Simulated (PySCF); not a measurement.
Calculation: TPSSh-D3(BJ)/def2-TZVP // B3LYP-D3(BJ)/def2-SVP in PySCF 2.14.0. Isolated molecules, 0 K electronic values unless said otherwise. One relaxed conformer stands for a flexible species; it need not be the lowest. Excitations are Tamm–Dancoff values on a coarser integration grid. The basis has no diffuse functions, so Rydberg states are missing or too high.

Reference species (SMILES): `Bc1c(F)cc2cccccc1-2` (neutral, multiplicity 1).

| Item | Value |
|---|---|
| S1 oscillator strength | 0.001 |
| LUMO | -2.76 eV |
| S1–T1 gap (TDA) | 0.50 eV |
| HOMO–LUMO gap | 3.16 eV |

After one change: the S1 oscillator strength hardly moves; the LUMO falls by 0.17 eV; the S1–T1 gap (TDA) decreases by 0.06 eV; the HOMO–LUMO gap decreases by 0.46 eV.

### Question
Which change was made? The new species is one of these.
A) `Bc1cc2cccc-2ccc1F`
B) `Bc1c(F)cccc2cccc1-2`
C) `Bc1ccc2cc(F)cc-2cc1`
D) `Bc1cc(F)c2cccccc1-2`

### Answer
D, `Bc1cc(F)c2cccccc1-2`
